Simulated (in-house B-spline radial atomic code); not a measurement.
## F+: [He] 2s2 2p4

Level of theory: non-relativistic RPBE, spin-polarised, spherical fractional occupations, point nucleus; calculated with a B-spline radial code for spherical atoms.

Screening seen three ways: the hydrogenic charge with the same mean radius, Z_r = [3n² - l(l+1)]/(2<r>), the one with the same energy, Z_e = n√(-2ε), and Slater's rules. Values are occupation-weighted means over spin.

| shell | electrons | ε (eV) | <r> (bohr) | Z_r | Z_e | Slater |
| --- | --- | --- | --- | --- | --- | --- |
| 1s | 2 | -683.36 | 0.1763 | 8.51 | 7.09 | 8.70 |
| 2s | 2 | -46.988 | 0.9639 | 6.22 | 3.72 | 5.55 |
| 2p | 4 | -28.883 | 0.9789 | 5.11 | 2.91 | 5.55 |

The least bound orbital is 2p down at -25.87 eV, and it is also the most diffuse (<r> = 1.014 bohr).

The density falls to 0.001 bohr⁻³ at 2.748 bohr; Σ<r²> = 7.2542 bohr² gives, by the non-relativistic formula and without the paramagnetism of open shells, a Langevin diamagnetic susceptibility of -5.745×10⁻⁶ cm³/mol.
